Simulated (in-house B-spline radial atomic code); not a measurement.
Results of a calculation; reference values are marked as such.
**Two electrons in Si: a parabolic dot with ħω = 2.52 meV in all three directions**

For Si the NSM archive of the Ioffe Institute lists m_l = 0.98 m0, m_t = 0.19 m0 and ε = 11.7; the model takes one isotropic valley with the conductivity mass 3/(1/m_l + 2/m_t) = 0.26 m0, and so misses anisotropy and the other valleys. All triplets below are those of one valley; with several valleys two electrons can form a triplet in the 1s orbital itself, at an energy set by the valley splitting.

Effective-mass model with parabolic bands, a uniform dielectric constant, no image charges, no central-cell or spin-orbit terms. Two-electron levels come from full CI in B-splines with partial waves to l = 5 (up to 0.001 effective hartree above the limit).

(1) What are the effective units, and what is the potential in them?

In these units the lowest s and p orbitals lie at 0.073200 and 0.122000, and their Coulomb and exchange integrals are J_ss = 0.176258, J_sp = 0.146882 and K_sp = 0.02938. (For a parabolic well J_ss = √(2ω/π).) Full CI gives 0.276974 for the ground singlet, 0.298633 for the sp triplet, 0.325781 for the sp singlet and 0.347434 for the lowest triplet of two s orbitals.

(2) What does it cost to add the second electron, to first order and exactly?

(3) How far above the singlet do the triplets lie?

Answers

(1) Ha* = 27211.386 meV × 0.26/11.7² = 51.68 meV and a* = 0.0529177 nm × 11.7/0.26 = 2.381 nm. The frequency is ω = 0.0488 Ha*. The one-electron levels are 3ω/2 = 0.0732 and 5ω/2 = 0.1220 Ha*.

(2) To first order E = 2ε_s + J_ss = 0.322658, so the charging energy E(2) − 2E(1) is J_ss = 9.11 meV. CI gives 0.276974 − 2 × (0.073200) = 0.130574, or 6.749 meV: relaxation and correlation lower it by 2.361 meV, 25.9 % of J_ss. The s² configuration of one-electron orbitals holds 72.8 % of the state, and the mean radius is 15.3 nm.

(3) To first order the sp triplet lies at ε_s + ε_p + J_sp − K_sp = 0.312706, which is 0.5144 meV below 2ε_s + J_ss, so first order fails: the exact ground state of two electrons is a singlet. CI gives 0.298633 − (0.276974) = 0.021658, or 1.119 meV, 44 % of the orbital spacing of 2.522 meV. The ss triplet lies 3.642 meV up, so the lower of the two is the sp one, and its gap equals k_BT at 13 K. The sp singlet-triplet splitting is 1.403 meV, against 2K_sp = 3.037 meV. The sp singlet lies ħω above the ground state (0.048807 against 0.0488), as Kohn's theorem demands for a parabolic well.
